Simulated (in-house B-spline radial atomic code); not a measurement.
# Ionising Cl VIII (Cl7+) with different functionals

Computed with an all-electron radial atomic-structure program (B-spline basis): four-component Dirac-Coulomb Hamiltonian, Fermi nucleus of rms radius 3.3654 fm, spin-restricted, spherical fractional occupations for the functionals. The ionisation energy is the difference of two self-consistent energies, [He] 2s2 2p6 → [He] 2s2 2p5, without Breit or QED terms; ε is the level of the shell that loses the electron (mean over j). The electron is taken from both j subshells in proportion to 2j + 1, so the result is a j average, not the step between ground levels.

Hybrids are left out here: with spherical fractional occupations of an open shell their exact exchange keeps a self-interaction that integer-occupation calculations don't have.

```csv
method,rung,ΔSCF (eV),-ε(2p) (eV)
LDA VWN5,LDA,349.98,323.15
relativistic LDA,LDA,349.85,323.02
LDA PW92,LDA,349.96,323.13
LDA exchange-only,LDA,347.49,320.67
PBE,GGA,350.15,323.29
PBEsol,GGA,349.80,322.96
BLYP,GGA,350.27,323.39
RPBE,GGA,350.10,323.24
PW91,GGA,350.46,323.59
BP86,GGA,350.34,323.47
AM05,GGA,349.69,322.86
OLYP,GGA,351.14,324.30
```

Problem. How do they compare with the NIST value?

Solution. NIST lists 348.31 eV ± 0.007 (measured, ground level to ground level). Errors run from -0.82 to +2.84 eV; AM05 is closest (+1.38 eV), but part of that can be cancellation, since the calculations leave out Breit-QED terms, spin polarisation, the choice among j levels, multiplet and fine-structure energies.
